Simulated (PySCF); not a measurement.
**One molecule, a ladder of functionals, a line**

Molecule: `InChI=1S/C3H8Si/c1-4-2-3-4/h4H,2-3H2,1H3`.

Mapped SMILES: `[CH3:1][SiH:2]1[CH2:3][CH2:4]1`. Hydrogens are named by the atom that carries them. Ha(C3), Ha(C4) are cis to C1 on the ring; Hb(C3), Hb(C4) are trans to C1 on the ring.

GIAO shieldings (ppm, equivalent atoms averaged) in PySCF on the PBE0-D3(BJ)/def2-SVP geometry, basis pcSseg-2, gas phase, non-relativistic:

| functional | exact exchange (%) | σ(C3/C4) | σ(Si2) |
| --- | --- | --- | --- |
| BLYP | 0 | 181.0 | 430.4 |
| BP86 | 0 | 184.7 | 441.4 |
| PBE | 0 | 185.2 | 443.2 |
| B3LYP | 20 | 186.3 | 442.5 |
| PBE0 | 25 | 191.1 | 457.3 |
| BHandHLYP | 50 | 192.9 | 459.2 |
| HF | 100 | 202.3 | 488.0 |

(1) Fit each shielding as a line in the percentage of exact exchange.

(2) What does the line predict for mPW1PW91 (25 %), and what does the run give?

Results:

(1) σ(C3/C4) = 183.9 + 0.19 x (rms 1.7 ppm); σ(Si2) = 438.1 + 0.49 x (rms 5.2 ppm). The functionals also differ in their semilocal parts, which the line can't hold; Hartree–Fock has no correlation at all.

(2) σ(C3/C4): 188.7 predicted, 190.3 computed; σ(Si2): 450.4 predicted, 455.3 computed ppm.
